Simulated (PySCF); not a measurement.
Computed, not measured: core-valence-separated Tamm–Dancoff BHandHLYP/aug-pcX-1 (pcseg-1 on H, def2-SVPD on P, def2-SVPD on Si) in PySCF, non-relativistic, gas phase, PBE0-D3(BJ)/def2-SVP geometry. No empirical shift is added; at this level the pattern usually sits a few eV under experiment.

Main lines of an unknown, eV (oscillator strength): C K: 282.4 (0.058), 282.6 (0.059), 283.5 (0.079), 285.6 (0.025), 285.8 (0.011); O K: 528.6 (0.048). Listed: the first five lines at most of each edge with a tenth or more of its strongest line's intensity; roots within 0.03 eV on the same or equivalent atoms are summed. Only the lowest roots were sought, and the top ones are left out.

Question: Which candidate gives them?
A. `C1C([SiH3])=C[P@@H](=O)C1`
B. `C=CP([SiH3])C(C)=O`

Answer: B. 

- `C=CP([SiH3])C(C)=O`: C K: 282.4 (0.058), 282.6 (0.059), 283.5 (0.079), 285.6 (0.025), 285.8 (0.011); O K: 528.6 (0.048). First C line listed at 282.4 eV, hole on the terminal =CH2 carbon (1s→π*); first O line listed at 528.6 eV, hole on the carbonyl oxygen (1s→π*).
- `O=[P@@H]1C=C([SiH3])CC1`: C K: 282.2 (0.060), 282.3 (0.056), 285.5 (0.010), 285.8 (0.016), 286.0 (0.014); O K: 530.6 (0.019), 531.6 (0.015), 531.9 (0.023), 533.3 (0.006), 533.4 (0.010). First C line listed at 282.2 eV, hole on the fully substituted alkene carbon (1s→π*); first O line listed at 530.6 eV, hole on the phosphoryl oxygen.

One conformer each; other structures than these candidates weren't tested.

Shape of the structure used: `[CH2:1]=[CH:2][P:3]([SiH3:4])[C:5]([CH3:6])=[O:7]`: C1–C2–P3–Si4 -80°, C2–P3–C5–C6 174°.
